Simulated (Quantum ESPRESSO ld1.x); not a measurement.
Results of a calculation; reference values are marked as such.
These are the eigenvalues of the occupied orbitals of an atom or ion with whole-number occupations (eV). Level of theory: non-relativistic Kohn-Sham, LDA (Slater exchange, Perdew-Zunger correlation), spin-unpolarised, spherical densities, point nucleus (ld1.x of Quantum ESPRESSO 7.5).

| orbital | eigenvalue |
|---|---|
| 1s | -5314.22 |
| 2s | -594.671 |
| 2p | -502.777 |
| 3s | -70.5373 |
| 3p | -45.7693 |
| 3d | -8.1793 |
| 6d | -0.4063 |

Which element is it, and in what charge state? The configuration may be excited.

Answer. Z = 23, vanadium, charge 0: V in [Ar] 3d4 6d1. The list shows which subshells hold electrons but not how many an open one holds; the 1s level, -195.29 hartree, gives Z - s = 19.8 by -(Z - s)^2/2, which with screening narrows Z to a few neighbours, and the depths of the outer levels then fix element, charge and occupations together.
